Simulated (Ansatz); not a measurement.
Mulliken charges of `C1=C[O][SnH2][NH]1` from r2SCAN/def2-TZVPP in Ansatz (PBE0-D4/def2-TZVP geometry).

| atom | x (Å) | y (Å) | z (Å) | charge (e) |
| --- | --- | --- | --- | --- |
| C1 | 0.894 | 0.886 | -0.182 | -0.037 |
| C2 | 1.116 | 0.140 | 0.906 | 0.030 |
| O3 | 0.300 | -0.904 | 1.233 | -0.535 |
| Sn4 | -1.141 | -0.971 | -0.138 | 0.985 |
| N5 | -0.159 | 0.542 | -1.062 | -0.508 |
| H6 | 1.539 | 1.713 | -0.449 | 0.076 |
| H7 | 1.944 | 0.302 | 1.584 | 0.079 |
| H8 | -1.070 | -2.450 | -0.976 | -0.112 |
| H9 | -2.683 | -0.644 | 0.527 | -0.123 |
| H10 | -0.657 | 1.334 | -1.439 | 0.145 |

Question: By hand: the dipole of these point charges (1 e Å = 4.8032 D).

Answer: Σ q r = (-0.578, -0.076, -0.295) e Å, of length 0.653 e Å = 3.14 D.

Question: How does the dipole of the full density compare? (An estimate is asked.)

Answer: Ansatz gave: (-0.421, 0.110, -0.251) e Å, 2.41 D; the point charges give 1.30 times that, at 20° from its direction.

Point charges leave out the atoms' own dipoles, such as those of lone pairs, and Mulliken's split depends on the basis, so the two needn't agree.
